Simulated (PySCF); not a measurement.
Gd⁴⁷⁺: ionisation energy

Gd⁴⁷⁺ [Ne] 3s2 3p5 (2P) → Gd⁴⁸⁺ [Ne] 3s2 3p4 (3P), as a difference of total energies. All numbers are calculated (PySCF 2.14, the non-relativistic Hamiltonian (point nucleus), in an uncontracted even-tempered set (16 s from 10 bohr⁻², ratio 2.5; 10 p from 13 bohr⁻², ratio 2.5; 4 d from 56 bohr⁻², ratio 2.7; 4 f from 83 bohr⁻², ratio 2.7)). Correlated levels: outer shells: 1s2 frozen; virtual orbitals above 40 to 60 times the deepest correlated orbital energy dropped. The calculations carry no spin-orbit coupling.

| method | ionisation energy (eV) |
| --- | --- |
| UHF | 4035.1 |
| LDA | 4037.5 |
| PBE | 4038.1 |
| PBE0 | 4037.9 |
| r2SCAN | 4038.0 |
| PBEsol | 4037.4 |
| MN15 | 4047.7 |
| MP2 (outer shells) | 4036.1 |
| SCS-MP2 (outer shells) | 4036.0 |

Spin-orbit coupling is strong in these open shells (close to jj coupling). The scalar numbers leave it out and a first-order estimate fails, so it can dominate the gap to the real levels.

The gap to the reference is mostly relativistic.

For comparison: 4080 ± 4 eV (theoretical estimate listed by NIST; NIST Atomic Spectra Database, ionization energies).
